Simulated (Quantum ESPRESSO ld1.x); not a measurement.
The numbers below are computed, except where a source is named.
The gold ion Au34+, configuration [Kr] 4d9.

Code: ld1.x of Quantum ESPRESSO 7.5. Model: Dirac Kohn-Sham, PBE, spin-unpolarised, spherical densities, point nucleus; open shells fill j = l - 1/2 first.

Energy parts (eV):
| part | energy |
|---|---|
| total | -501316 |
| kinetic | 578834 |
| electron-nucleus | -1200087 |
| Hartree | 128398 |
| exchange-correlation | -8461 |

Orbitals (lengths in bohr, moments of r in powers of bohr):
orbital  occ.  eigenvalue (eV)       <r^4>      <r>
1s1/2       2         -81996.2   4.245e-07  0.01686
2s1/2       2         -15567.1  0.00006190  0.07046
2p1/2       2         -14978.8  0.00003683  0.05800
2p3/2       4         -13144.2  0.00005707  0.06656
3s1/2       2         -4698.18    0.002190   0.1824
3p1/2       2         -4437.05    0.001906   0.1727
3p3/2       4         -4027.15    0.002606   0.1879
3d3/2       4         -3597.72    0.001716   0.1636
3d5/2       6         -3509.74    0.001884   0.1683
4s1/2       2         -1942.79     0.03738   0.3808
4p1/2       2         -1829.96     0.03779   0.3788
4p3/2       4         -1710.63     0.04827   0.4037
4d3/2       4         -1528.23     0.04755   0.3957
4d5/2       5         -1503.57     0.05080   0.4029

The highest occupied level is 4d5/2 at -1503.6 eV. The density falls to 0.001 e/bohr^3 at r = 1.11 bohr.
